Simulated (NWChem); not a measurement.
System: SiNH4OCl; SMILES N[SiH](O)Cl

Input file for NWChem:

```
start job
memory heap 200 mb stack 900 mb global 1100 mb
geometry units angstroms noautosym nocenter noautoz
  Si    -0.077149    -0.533216    -0.404967
  N      1.250072    -1.341361     0.281385
  O     -1.431834    -1.030268     0.400791
  Cl    -0.055485     1.550765    -0.218650
  H     -0.077589    -0.800398    -1.862809
  H      2.114833    -1.456824    -0.232365
  H      1.385835    -1.385294     1.284577
  H     -2.118953    -0.364958     0.503712
end
basis spherical
  * library 6-31g*
end
dft
  xc pbe0
  iterations 150
end
cosmo
  do_cosmo_smd true
  solvent benzene
end
task dft energy
```

Coordinates come from a PBE0/def2-SVP optimisation. Solvent: benzene.

Level: PBE0/6-31G* with SMD (1 M gas to 1 M solution), gas-phase geometry. Reactions with the solvent are ignored.

Give the results of this calculation. (PBE0/6-31G* (spherical d), SMD on the gas-phase geometry.) Quantities: solvation free energy (kcal/mol); cavity-dispersion-structure term (kcal/mol); dipole in solution (D).


```
Item                                         Result
-------------------------------------------  ------
solvation free energy (kcal/mol)               -4.9
cavity-dispersion-structure term (kcal/mol)    -1.0
dipole in solution (D)                         1.39
```
